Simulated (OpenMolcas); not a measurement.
**How basis sets differ on InCl (SMILES [Cl][In])**

The species is InCl (2 atoms), meant as a singlet with charge 0. SMILES: `[Cl][In]`. Geometry: a GFN2-xTB relaxation, a rough one for these elements and not checked as a minimum.

```xyz
2

Cl    0.0000    0.0000    0.0000
In    0.0000    0.0000    2.3857
```

Quantity: the HOMO–LUMO gap, in eV. The values are calculated.

```
                       level          kind     program  value (eV)
        HF/ANO-RCC-MB (DKH2)  Hartree–Fock  OpenMolcas        9.79
                   HF/STO-3G  Hartree–Fock  OpenMolcas       10.81
                    HF/3-21G  Hartree–Fock  OpenMolcas        9.32
HF/def2-SVP (core potential)  Hartree–Fock  OpenMolcas        9.71
```

All-electron rows without a relativistic Hamiltonian named are non-relativistic, while core potentials hold scalar relativity, so basis and relativity change together. The values span 9.32 to 10.81 eV. A Hartree–Fock LUMO above zero doesn't converge with the basis: it sinks as sets grow more diffuse. Orbital gaps aren't excitation energies.
